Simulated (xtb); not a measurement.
Species: H₄BSi, SMILES `[BH][SiH3]` (charge 0, multiplicity 2).

**Question.** Give a relaxed geometry from GFN2-xTB (xtb).

**Answer.** the end point of this relaxation (outside a Z-matrix the atoms follow the SMILES, hydrogens last).
Z-matrix (Å, degrees):
```
Si
H 1 1.4757
H 1 1.4759 2 106.39
H 1 1.4827 2 103.45 3 108.64
B 1 1.9079 2 111.25 4 129.82
H 5 1.1580 1 148.37 2 -120.05
```
